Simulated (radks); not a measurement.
The nuclear charge of the aluminium ion Al2+ is varied continuously with 11 electrons held in [Ne] 3s1. Calculated with a radial shooting solver on a logarithmic mesh with Libxc functionals: non-relativistic Kohn-Sham, PBE, spin-unpolarised, spherical densities, point nucleus. By the Hellmann-Feynman theorem dE/dZ = E(electron-nucleus)/Z, the electronic potential at the nucleus.

[
 {"Z": "12", "E (hartree)": "-199.66301", "E(electron-nucleus)/Z (hartree)": "-39.5750", "HOMO": "3s", "e(HOMO) (eV)": "-11.361", "<r> HOMO (bohr)": "2.798"},
 {"Z": "12.1", "E (hartree)": "-203.64123", "E(electron-nucleus)/Z (hartree)": "-39.9894", "HOMO": "3s", "e(HOMO) (eV)": "-12.437", "<r> HOMO (bohr)": "2.721"},
 {"Z": "12.2", "E (hartree)": "-207.66088", "E(electron-nucleus)/Z (hartree)": "-40.4036", "HOMO": "3s", "e(HOMO) (eV)": "-13.550", "<r> HOMO (bohr)": "2.649"},
 {"Z": "12.3", "E (hartree)": "-211.72194", "E(electron-nucleus)/Z (hartree)": "-40.8176", "HOMO": "3s", "e(HOMO) (eV)": "-14.698", "<r> HOMO (bohr)": "2.582"},
 {"Z": "12.4", "E (hartree)": "-215.82439", "E(electron-nucleus)/Z (hartree)": "-41.2314", "HOMO": "3s", "e(HOMO) (eV)": "-15.881", "<r> HOMO (bohr)": "2.519"},
 {"Z": "12.5", "E (hartree)": "-219.96821", "E(electron-nucleus)/Z (hartree)": "-41.6451", "HOMO": "3s", "e(HOMO) (eV)": "-17.100", "<r> HOMO (bohr)": "2.460"},
 {"Z": "12.6", "E (hartree)": "-224.15340", "E(electron-nucleus)/Z (hartree)": "-42.0587", "HOMO": "3s", "e(HOMO) (eV)": "-18.352", "<r> HOMO (bohr)": "2.404"},
 {"Z": "12.7", "E (hartree)": "-228.37995", "E(electron-nucleus)/Z (hartree)": "-42.4722", "HOMO": "3s", "e(HOMO) (eV)": "-19.640", "<r> HOMO (bohr)": "2.351"},
 {"Z": "12.8", "E (hartree)": "-232.64783", "E(electron-nucleus)/Z (hartree)": "-42.8855", "HOMO": "3s", "e(HOMO) (eV)": "-20.961", "<r> HOMO (bohr)": "2.301"},
 {"Z": "12.9", "E (hartree)": "-236.95705", "E(electron-nucleus)/Z (hartree)": "-43.2988", "HOMO": "3s", "e(HOMO) (eV)": "-22.316", "<r> HOMO (bohr)": "2.253"},
 {"Z": "13", "E (hartree)": "-241.30759", "E(electron-nucleus)/Z (hartree)": "-43.7119", "HOMO": "3s", "e(HOMO) (eV)": "-23.705", "<r> HOMO (bohr)": "2.208"},
 {"Z": "13.1", "E (hartree)": "-245.69944", "E(electron-nucleus)/Z (hartree)": "-44.1250", "HOMO": "3s", "e(HOMO) (eV)": "-25.127", "<r> HOMO (bohr)": "2.165"},
 {"Z": "13.2", "E (hartree)": "-250.13259", "E(electron-nucleus)/Z (hartree)": "-44.5380", "HOMO": "3s", "e(HOMO) (eV)": "-26.582", "<r> HOMO (bohr)": "2.124"},
 {"Z": "13.3", "E (hartree)": "-254.60704", "E(electron-nucleus)/Z (hartree)": "-44.9509", "HOMO": "3s", "e(HOMO) (eV)": "-28.071", "<r> HOMO (bohr)": "2.084"},
 {"Z": "13.4", "E (hartree)": "-259.12277", "E(electron-nucleus)/Z (hartree)": "-45.3638", "HOMO": "3s", "e(HOMO) (eV)": "-29.592", "<r> HOMO (bohr)": "2.047"},
 {"Z": "13.5", "E (hartree)": "-263.67979", "E(electron-nucleus)/Z (hartree)": "-45.7765", "HOMO": "3s", "e(HOMO) (eV)": "-31.146", "<r> HOMO (bohr)": "2.011"},
 {"Z": "13.6", "E (hartree)": "-268.27808", "E(electron-nucleus)/Z (hartree)": "-46.1893", "HOMO": "3s", "e(HOMO) (eV)": "-32.733", "<r> HOMO (bohr)": "1.976"},
 {"Z": "13.7", "E (hartree)": "-272.91764", "E(electron-nucleus)/Z (hartree)": "-46.6019", "HOMO": "3s", "e(HOMO) (eV)": "-34.353", "<r> HOMO (bohr)": "1.943"},
 {"Z": "13.8", "E (hartree)": "-277.59846", "E(electron-nucleus)/Z (hartree)": "-47.0145", "HOMO": "3s", "e(HOMO) (eV)": "-36.004", "<r> HOMO (bohr)": "1.910"},
 {"Z": "13.9", "E (hartree)": "-282.32053", "E(electron-nucleus)/Z (hartree)": "-47.4270", "HOMO": "3s", "e(HOMO) (eV)": "-37.688", "<r> HOMO (bohr)": "1.880"},
 {"Z": "14", "E (hartree)": "-287.08386", "E(electron-nucleus)/Z (hartree)": "-47.8395", "HOMO": "3s", "e(HOMO) (eV)": "-39.405", "<r> HOMO (bohr)": "1.850"}
]

The central difference of E at Z = 13 is -43.712 hartree, to compare with the third column; the second derivative is -4.13 hartree.
